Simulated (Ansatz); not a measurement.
Reaction (redistribution): `FC[SiH2]CS` + `C[O][GeH2][CH3]` → `CO[SiH2]CF` + `[CH3][GeH2][CH2]S`

Program: Ansatz. Geometries: PBE0-D4/def2-TZVP. ΔE: electronic, gas phase. CCSD(T)/CBS is the MP2 limit (def2-TZVPP, def2-QZVPP) plus CCSD(T) − MP2 in def2-TZVPP, frozen cores. Functionals use def2-TZVPP. For Ge outer-core shells are correlated without core-valence functions, which leaves a few kJ/mol of doubt a bond. Scalar relativity is left out up to krypton. Each species was taken in one conformer, which may not be the lowest.

```tsv
level	ΔE (kJ/mol)
PBE0-D4	-46.5
CCSD(T)/def2-TZVPP	-50.6
```

Q: What does CCSD(T)/CBS give? (An estimate is asked.)

A: Computed: -51.4 kJ/mol. The listed levels differ from it by 4.9, 0.8 kJ/mol.

Largest T1 diagnostic among the species: 0.011.

From PBE to PBE0 (25 % exact exchange), in def2-TZVPP and without D4, ΔE moves by −3.4 kJ/mol.
